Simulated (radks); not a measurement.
Effect of the nuclear size on the bromine ion Br27+, [He] 2s2 2p4. Method: Dirac Kohn-Sham, relativistic LDA (MacDonald-Vosko exchange, VWN5 correlation), spin-unpolarised, spherical densities, finite nucleus; open shells fill j = l - 1/2 first; Fermi nuclear charge, rms radius 4.1629 fm; computed with a radial shooting solver on a logarithmic mesh with Libxc functionals. The rms radius is varied about that value; shifts are against it.

rms radius (fm)  total energy shift (eV)  density at nucleus (e/bohr^3)  1s1/2 shift (meV)  2s1/2 shift (meV)  2p1/2 shift (meV)  2p3/2 shift (meV)  3s1/2 (empty) shift (meV)  3p1/2 (empty) shift (meV)
3.4261                            -0.172                      4.431e+04              -73.6              -8.15              0.478              0.543                      -2.15                      0.117
3.9048                           -0.0639                      4.387e+04              -27.3              -3.02              0.177              0.201                     -0.797                      0.043
4.1629                                 0                      4.366e+04              0.000              0.000              0.000              0.000                      0.000                      0.000
4.471                             0.0812                      4.343e+04               34.7               3.84             -0.225             -0.256                       1.01                     -0.055
5.112                              0.267                      4.299e+04                114               12.6             -0.741             -0.843                       3.33                     -0.182

Slopes of the eigenvalues against <r^2> in GHz/fm^2, as finite differences over the two radii next to the reference (eigenvalue slopes, not the field-shift constants of lines): 1s1/2 3160, 2s1/2 350, 2p1/2 -20.5, 2p3/2 -23.3, 3s1/2 (empty) 92.3, 3p1/2 (empty) -5.03.
